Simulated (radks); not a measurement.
Values are calculated unless marked as measured or tabulated.
Valence configurations of the tungsten ion W2+ (all share [Xe]). Level of theory: Dirac Kohn-Sham, LDA (Slater exchange, Perdew-Wang correlation), spin-unpolarised, spherical densities, point nucleus; open shells fill j = l - 1/2 first (a radial shooting solver on a logarithmic mesh with Libxc functionals). Order these by energy: 4f12 5d4 6p2; 4f12.5 5d4.5 6s1; 4f12 5d4 6s2; 4f14 5d3 6p1; 4f14 5d4; 4f12 5d5 6s1; 4f13 5d4 6s1; 4f13 5d5; 4f13 5d4 6p1; 4f12.5 5d5 6p0.5.

Answer. From the lowest, in eV above it: 4f14 5d4 0.000; 4f14 5d3 6p1 7.227; 4f13 5d5 32.340; 4f13 5d4 6s1 33.837; 4f13 5d4 6p1 39.886; 4f12.5 5d4.5 6s1 53.543; 4f12.5 5d5 6p0.5 55.413; 4f12 5d5 6s1 75.349; 4f12 5d4 6s2 78.961; 4f12 5d4 6p2 92.083. NIST lists [Xe] 4f14 5d4 as the ground configuration; this level of theory agrees among the configurations tried. The energies are those of spherical spin-averaged densities, not of single terms.
